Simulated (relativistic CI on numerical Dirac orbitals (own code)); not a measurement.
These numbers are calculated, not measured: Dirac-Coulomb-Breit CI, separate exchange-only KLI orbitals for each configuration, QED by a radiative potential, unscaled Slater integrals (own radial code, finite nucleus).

Configuration list (outside the closed core [Ne]): 3s2.3p6.3d6, 3s2.3p5.3d7, 3s2.3p4.3d8, 3s.3p6.3d7, 3p6.3d8, 3s.3p5.3d8, 3s2.3p6.3d5.4s, 3s2.3p6.3d5.4p, 3s2.3p6.3d5.4d, 3s2.3p4.3d7.4s, 3s2.3p4.3d7.4p, 3s2.3p5.3d6.4s, 3s2.3p6.3d5.4f, 3s2.3p4.3d7.4d, 3s2.3p5.3d6.4p, 3s.3p5.3d7.4s, 3s2.3p6.3d4.4s2, 3s2.3p5.3d6.4d, 3s.3p6.3d6.4s, 3p6.3d7.4s, 3s2.3p6.3d5.5s, 3s2.3p6.3d5.5p, 3p6.3d7.4d, 3s2.3p6.3d5.6s. Levels of other configurations are missing.

At this charge energies of transitions that change n are usually good to better than 1 %, and those within a shell (Δn = 0) to a few per cent. Terms inside the open d or f shell come out 10 to 20 % too wide with unscaled integrals.

Outline of the computed level scheme of Xe XXXI. Lowest level of each configuration: 3s2.3p6.3d6 5D_4 at 0.000 eV; 3s2.3p5.3d7 5G°_6 at 217.376 eV.

Some strong electric-dipole decays among the lowest 45 levels: 3s2.3p5.3d7 5F°_5 → 3s2.3p6.3d6 5D_4 (1.4e+11 s⁻¹); 3s2.3p5.3d7 3D°_2 → 3s2.3p6.3d6 3P_2 (1.3e+11 s⁻¹); 3s2.3p5.3d7 5F°_4 → 3s2.3p6.3d6 5D_4 (6.4e+10 s⁻¹); 3s2.3p5.3d7 5F°_4 → 3s2.3p6.3d6 5D_3 (4.6e+10 s⁻¹); 3s2.3p5.3d7 3D°_2 → 3s2.3p6.3d6 5D_1 (3.7e+10 s⁻¹); 3s2.3p5.3d7 3D°_3 → 3s2.3p6.3d6 3P_2 (3.6e+10 s⁻¹); 3s2.3p5.3d7 3F°_3 → 3s2.3p6.3d6 3P_2 (3.3e+10 s⁻¹); 3s2.3p5.3d7 3F°_3 → 3s2.3p6.3d6 5D_3 (1.3e+10 s⁻¹).

LS names give the leading component of a level, which can be under half, so a name can repeat, a term be missing and a line seem to break the LS rules.
